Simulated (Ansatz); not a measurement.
## Pulling the pair apart

The pair of Cu⁺ (SMILES [Cu+], atom 1) and SiH₃F (SMILES [SiH3]F, atoms 2–6), both closed shells, in one local arrangement (a lower one may exist), relaxed at PBE0-D4/def2-TZVP:

```xyz
6
angstrom
Cu 0.0911 0.0382 -2.9422
Si -0.0223 -0.0077 0.7177
F 0.0309 -0.0094 -0.9711
H 0.7302 -1.2172 1.0907
H -1.4623 -0.0631 1.0203
H 0.6325 1.2592 1.0847
```

SiH₃F is shifted rigidly along the line between the mean atom positions of the two fragments (negative: closer). Counterpoise interaction energies in kJ/mol. Ansatz 0.2.0; basis: def2-TZVPPD; cores frozen in the correlated methods. The 3s and 3p shells of Cu and Zn are frozen; filled d shells are correlated. B3LYP uses VWN-RPA correlation.

```csv
shift (Å),PBE0-D4,B3LYP-D4,r2SCAN-D4
-0.20,-116.8,-121.7,-136.8
-0.10,-130.2,-135.5,-147.3
0.00,-133.2,-138.5,-147.5
0.10,-130.4,-135.7,-142.2
0.24,-121.6,-127.0,-130.3
0.49,-100.5,-104.7,-105.2
0.99,-67.0,-68.9,-67.7
1.97,-34.7,-34.8,-33.7
```

Q: What does CCSD(T) give at these shifts? (To be estimated.)

A: By the calculation: -98.5, -114.3, -119.3, -118.1, -111.0, -93.0, -63.3, -34.1 kJ/mol. For zero shift, CCSD(T) at an estimated basis limit (MP2 extrapolated from triple and quadruple zeta, plus CCSD(T) − MP2 in triple zeta) gives -129.7 kJ/mol. These are counterpoise interaction energies, counted from the two frozen fragments.

The T1 diagnostic stays at or below 0.019.

For scale, one of the runs: CCSD(T)/def2-TZVPPD, 206 basis functions, launched by `ansatz run in.yaml --threads 4 --pin off --events-out ev --progress --plain --max-ram 9574MiB`. The run took 62 s on 4 CPU threads of an AMD EPYC 7R43 (shared host), with 2.5 GiB of host memory at its peak.
